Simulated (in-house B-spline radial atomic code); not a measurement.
Ionising Rh⁸⁺ with different functionals

Computed with an all-electron radial atomic-structure program (B-spline basis): non-relativistic Hamiltonian, point nucleus, spin-polarised at highest spin, spherical fractional occupations for the functionals, and exact exchange of hybrids averaged over the configuration. The ionisation energy is the difference of two self-consistent energies, [Kr] 4d1 → [Ar] 3d10 4s2 4p6, without Breit or QED terms; ε is the level of the shell that loses the electron (its least bound occupied spin orbital). There is no spin-orbit coupling in this Hamiltonian.

| method | rung | ΔSCF (eV) | -ε(4d) (eV) |
| --- | --- | --- | --- |
| PBE0 | global hybrid | 136.20 | 129.18 |
| B3LYP | global hybrid | 136.23 | 128.68 |
| TPSSh | global hybrid | 136.05 | 127.53 |
| M06-2X | global hybrid | 136.38 | 132.15 |
| BHandHLYP | global hybrid | 136.02 | 131.51 |
| r2SCAN0 | global hybrid | 135.77 | 128.93 |
| B97-1 | global hybrid | 136.18 | 128.70 |
| HSE06 | range-separated hybrid | 136.14 | 128.71 |
| wB97X | range-separated hybrid | 135.96 | 131.59 |
| CAM-B3LYP | range-separated hybrid | 136.20 | 130.65 |
| LC-wPBE | range-separated hybrid | 136.28 | 132.07 |

**Question.** Among the functionals, which spreads more, the ΔSCF values or the orbital energies?

**Answer.** The orbital energies: ΔSCF values span about 0.62 eV and the orbital energies 4.61 eV; here energy differences depend much less on the functional than eigenvalues do.

**Question.** How do they compare with the NIST value?

**Answer.** NIST lists 135 eV ± 2.2 (tabulated theory, ground level to ground level). Errors run from +0.77 to +1.38 eV; all lie within about twice that uncertainty, so the table can't rank the methods.
